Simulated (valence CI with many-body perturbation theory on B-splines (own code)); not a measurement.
## Missing levels of Au LXXII

Calculated by relativistic CI+MBPT: six valence electrons over a frozen Dirac-Fock core [He], radial functions for each j: 9 s, 9 p, 8 d, 6 f, 3 g, 1 h, with the one-electron correlation potential Σ1, the two-electron term Σ2, the three-electron term Σ3, Breit, model QED; selected CI, second order for the rest, scaled by the run's own slope (own B-spline code, finite nucleus).

No measured spectrum was set against this ion. As an estimate, large intervals hold to a few tenths of a per cent, small ones and those within an open d or f shell to about a per cent. Among the levels kept, up to 1900 cm⁻¹ of a level comes from second order outside the variational space, and about a tenth of that is noise between levels of different J, which matters for small intervals.

| Level | E (× 10³ cm⁻¹) |
| --- | --- |
| (2s^2 2p1/2^2 2p3/2^2) J=2 | 0.00 |
| (2s^2 2p1/2^2 2p3/2^2) J=0 | 542.87 |
| (2s^2 2p1/2 2p3/2^3) J=1 | 15302 |
| (2s^2 2p1/2 2p3/2^3) J=2 | ? |
| (2s 2p1/2^2 2p3/2^3) J=2 | ? |
| (2s 2p1/2^2 2p3/2^3) J=1 | 19690 |
| (2s^2 2p3/2^4) J=0 | ? |
| (2s 2p1/2 2p3/2^4) J=0 | 34356 |
| (2s 2p1/2 2p3/2^4) J=1 | 34678 |
| (2p1/2^2 2p3/2^4) J=0 | 38963 |
| (2s^2 2p1/2^2 2p3/2 3s) J=2 | 79585 |
| (2s^2 2p1/2^2 2p3/2 3s) J=1 | ? |
| (2s^2 2p1/2^2 2p3/2 3p1/2) J=1 | 80680 |
| (2s^2 2p1/2^2 2p3/2 3p1/2) J=2 | 80689 |
| (2s^2 2p1/2^2 2p3/2 3p3/2) J=3 | 85065 |
| (2s^2 2p1/2^2 2p3/2 3p3/2) J=1 | 85070 |
| (2s^2 2p1/2^2 2p3/2 3p3/2) J=2 | ? |
| (2s^2 2p1/2^2 2p3/2 3p3/2) J=0 | 85559 |
| (2s^2 2p1/2^2 2p3/2 3d3/2) J=2 | ? |
| (2s^2 2p1/2^2 2p3/2 3d3/2) J=3 | 86192 |

Levels are named by their leading jj configuration (3d3/2^4 stands for four electrons in 3d with j = 3/2), which in mixed levels can hold well under half, so a name can repeat and another be missing.

(1) The levels stand in rising order. What does the calculation give for the missing energies?

Results:

(1) (2s^2 2p1/2 2p3/2^3) J=2 15453; (2s 2p1/2^2 2p3/2^3) J=2 18944; (2s^2 2p3/2^4) J=0 31000; (2s^2 2p1/2^2 2p3/2 3s) J=1 79665; (2s^2 2p1/2^2 2p3/2 3p3/2) J=2 85326; (2s^2 2p1/2^2 2p3/2 3d3/2) J=2 86123.
